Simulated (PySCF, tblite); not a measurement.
Isomers of C7H9NOSi. Level: GFN2-xTB in tblite, geometry and Hessian alike; calculated harmonic values, unscaled, isolated species. Errors from tens to a few hundred cm⁻¹ against measured bands are possible. Modes of hydrogen on silicon can be 10 to 20 % off. One conformer each.

Electronic energies: PBE0/pcSseg-1 single points on the GFN2-xTB geometries (PySCF, gas phase).

| SMILES | electronic energy, lowest = 0 (kcal/mol) |
| --- | --- |
| C#C[SiH2]OCn1cccc1 | 27.3 |
| C#CC[SiH2]/C=C(/C#N)OC | 73.2 |
| C=C(C)/C=C\[Si@H](C#N)C=O | 41.5 |
| C=CC/C=C\[Si@@H](C#N)C=O | 45.2 |
| [SiH3]O/C=C/c1ccncc1 | 0.0 |
| CC#C[SiH2]O/C(C#N)=C/C | 35.3 |
| CC[Si@H]1C(=O)C=C1CC#N | 30.2 |

Q: How do GFN2-xTB zero-point energies change the relative energies?

A: 
```csv
SMILES,ZPE (kcal/mol),of it from modes above 1550 cm⁻¹,electronic (kcal/mol),"with ZPE, lowest = 0 (kcal/mol)",lowest mode (cm⁻¹),rings
[SiH3]O/C=C/c1ccncc1,85.5,40.7,0.0,0.0,25,1
C#C[SiH2]OCn1cccc1,86.4,42.9,27.3,28.2,27,1
CC[Si@H]1C(=O)C=C1CC#N,87.4,45.8,30.2,32.1,19,1
CC#C[SiH2]O/C(C#N)=C/C,84.6,45.8,35.3,34.4,9,0
C=C(C)/C=C\[Si@H](C#N)C=O,85.1,48.2,41.5,41.1,31,0
C=CC/C=C\[Si@@H](C#N)C=O,85.4,48.2,45.2,45.1,27,0
C#CC[SiH2]/C=C(/C#N)OC,83.7,45.9,73.2,71.3,5,0
```

The zero-point energies span 3.7 kcal/mol, from `C#CC[SiH2]/C=C(/C#N)OC` to `CC[Si@H]1C(=O)C=C1CC#N`. The order is unchanged.

Q: And how do the electronic energies of GFN2-xTB itself compare?

A: `[SiH3]O/C=C/c1ccncc1` 0.0; `C#C[SiH2]OCn1cccc1` 31.9; `CC[Si@H]1C(=O)C=C1CC#N` 90.9; `CC#C[SiH2]O/C(C#N)=C/C` 58.1; `C=C(C)/C=C\[Si@H](C#N)C=O` 113.3; `C=CC/C=C\[Si@@H](C#N)C=O` 118.2; `C#CC[SiH2]/C=C(/C#N)OC` 109.3 kcal/mol, lowest = 0. Against the energies above, taken from the same isomer `[SiH3]O/C=C/c1ccncc1`, the largest difference is 73.0 kcal/mol.

Q: What do entropy and thermal enthalpy add at 298.15 K and 1 bar (rigid rotor, harmonic oscillator, one conformer each)?

A: 
```json
{"SMILES": "C#C[SiH2]OCn1cccc1", "point group": "C1", "symmetry number": "1", "S (cal/(mol K))": "107.4", "H − H(0) (kcal/mol)": "7.57", "ZPE + H − H(0) − TS (kcal/mol)": "62.0"}
{"SMILES": "C=C(C)/C=C\\[Si@H](C#N)C=O", "point group": "C1", "symmetry number": "1", "S (cal/(mol K))": "115.6", "H − H(0) (kcal/mol)": "8.76", "ZPE + H − H(0) − TS (kcal/mol)": "59.4"}
{"SMILES": "C=CC/C=C\\[Si@@H](C#N)C=O", "point group": "C1", "symmetry number": "1", "S (cal/(mol K))": "115.3", "H − H(0) (kcal/mol)": "8.63", "ZPE + H − H(0) − TS (kcal/mol)": "59.7"}
```

Not tabulated: `[SiH3]O/C=C/c1ccncc1` (lowest mode only 25 cm⁻¹); `CC[Si@H]1C(=O)C=C1CC#N` (lowest mode only 19 cm⁻¹); `CC#C[SiH2]O/C(C#N)=C/C` (lowest mode only 9 cm⁻¹); `C#CC[SiH2]/C=C(/C#N)OC` (lowest mode only 5 cm⁻¹).
